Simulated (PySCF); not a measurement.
## An excited-state table with gaps

C₂H₁₁FSSi₃.
SMILES with atom numbers: `[CH3:1][S:2][Si@H:3]([CH2:4][SiH3:5])[SiH2:6][F:7]` (hydrogens: H8, H9, H10 on C1; H11 on Si3; H12, H13 on C4; H14, H15, H16 on Si5; H17, H18 on Si6)

Theory: TDDFT CAM-B3LYP/def2-SVPD, vertical, gas phase, core orbitals frozen in the response in PySCF 2.14.0, density-fitted response routines. The structure is a single GFN2-xTB conformer in the gas phase; no vibrational or solvent corrections. Torsions of this conformer, `[CH3:1][S:2][Si@H:3]([CH2:4][SiH3:5])[SiH2:6][F:7]`: C1–S2–Si3–C4 -62°, S2–Si3–C4–Si5 172°, S2–Si3–Si6–F7 -176°.

Orbital energies (eV): HOMO-3 -10.71, HOMO-2 -9.89, HOMO-1 -9.59, HOMO -8.15, LUMO -0.12, LUMO+1 0.65, LUMO+2 1.08.

Lowest singlets, with some entries withheld (?).

```tsv
state	E (eV)	f	main configurations (H = HOMO, L = LUMO)
S1	5.04	0.0019	H→L (92%)
S2	?	?	?
S3	6.16	0.023	H→L+1 (60%), H→L+2 (23%)
S4	?	?	?
S5	6.58	0.035	H-1→L (75%), H-2→L (15%)
S6	6.75	0.019	H→L+3 (60%), H→L+6 (11%), H→L+4 (10%)
S7	6.96	0.018	H→L+4 (37%), H→L+3 (20%), H→L+5 (18%)
S8	7.16	0.0067	H→L+5 (33%), H→L+6 (26%), H→L+8 (17%)
```

What stands in place of each question mark?

- S2: E = 5.73 eV; f = 0.012; H→L+2 (53%), H→L+1 (30%)
- S4: E = 6.34 eV; f = 0.034; H-2→L (78%), H-1→L (16%)

Where do the lowest triplets lie (Tamm–Dancoff)?

T1 4.74 eV, H→L (84%); T2 5.40 eV, H→L+2 (50%), H→L+1 (23%); T3 5.57 eV, H-2→L (75%), H-1→L (14%). E(S1) − E(T1) = +0.30 eV.

What is the mean static polarisability from the same response equations?

126.7 au (18.78 Å³), with principal values 103.8, 133.1 and 143.4 au.

How far apart are S4 and S8, in eV and cm⁻¹?

7.157 − 6.337 = 0.820 eV, or about 6620 cm⁻¹.
